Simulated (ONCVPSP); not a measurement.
## Scattering properties, ONCV potential for Ga

```
Element                 : gallium (Ga)
Generator               : ONCVPSP 4.0.1
Type                    : optimised norm-conserving Vanderbilt (ONCV)
Functional              : LDA (Perdew-Wang 92)
Relativity              : scalar-relativistic
Frozen core             : [Ar] 3d10
Valence charge          : 3
Reference configuration : 4s1.5 4p1.5
Partial waves           : 4s: rc 1.70 bohr, ncon 4, nbas 8, qcut 3.7 1/bohr, 1 projector; 4p: rc 2.35 bohr, ncon 5, nbas 8, qcut 3.9 1/bohr, 2 projectors, debl 2.6 Ha
Local potential         : polynomial inside 1.45 bohr (lpopt 5, dvloc0 4 Ha)
Core correction         : none
```

The phase is arctan(r·R′/R) of the radial function R(r), unwrapped; energies in Ha, scanned from -2 to 5 Ha. A pole is an energy at which the radial function vanishes at the test radius. The pseudo phase is shifted by a multiple of π to meet the all-electron one at the reference energy, and phase errors are pseudo minus all-electron; the curves can meet again beyond the range given. Levels narrower than the energy grid can be missing from the lists of poles.

```tsv
channel	radius (bohr)	reference energy (Ha)	poles, all-electron	poles, pseudo	unbroken range about the reference energy with phases within 0.05 rad	phase error 1 Ha above the reference energy (rad)
s	1.73	-0.36	2.58	1.79, 4.69	below 1.4	-0.018
p	2.39	-0.12	1.03	1.03	the whole range	-0.001
```

Phases in the p channel:

```json
{"E (Ha)": "-1.98", "all-electron": "1.271", "pseudo": "1.270"}
{"E (Ha)": "-1.62", "all-electron": "1.218", "pseudo": "1.217"}
{"E (Ha)": "-1.26", "all-electron": "1.130", "pseudo": "1.129"}
{"E (Ha)": "-0.90", "all-electron": "0.957", "pseudo": "0.956"}
{"E (Ha)": "-0.54", "all-electron": "0.498", "pseudo": "0.497"}
{"E (Ha)": "-0.18", "all-electron": "-0.574", "pseudo": "-0.574"}
{"E (Ha)": "0.18", "all-electron": "-1.194", "pseudo": "-1.194"}
{"E (Ha)": "0.54", "all-electron": "-1.419", "pseudo": "-1.420"}
{"E (Ha)": "0.90", "all-electron": "-1.537", "pseudo": "-1.538"}
{"E (Ha)": "1.26", "all-electron": "-1.623", "pseudo": "-1.623"}
{"E (Ha)": "1.62", "all-electron": "-1.706", "pseudo": "-1.706"}
{"E (Ha)": "1.98", "all-electron": "-1.816", "pseudo": "-1.817"}
{"E (Ha)": "2.34", "all-electron": "-2.032", "pseudo": "-2.032"}
{"E (Ha)": "2.70", "all-electron": "-2.727", "pseudo": "-2.728"}
{"E (Ha)": "3.06", "all-electron": "-3.954", "pseudo": "-3.961"}
{"E (Ha)": "3.42", "all-electron": "-4.353", "pseudo": "-4.360"}
{"E (Ha)": "3.78", "all-electron": "-4.497", "pseudo": "-4.504"}
{"E (Ha)": "4.14", "all-electron": "-4.572", "pseudo": "-4.580"}
{"E (Ha)": "4.50", "all-electron": "-4.620", "pseudo": "-4.630"}
{"E (Ha)": "4.86", "all-electron": "-4.655", "pseudo": "-4.669"}
```
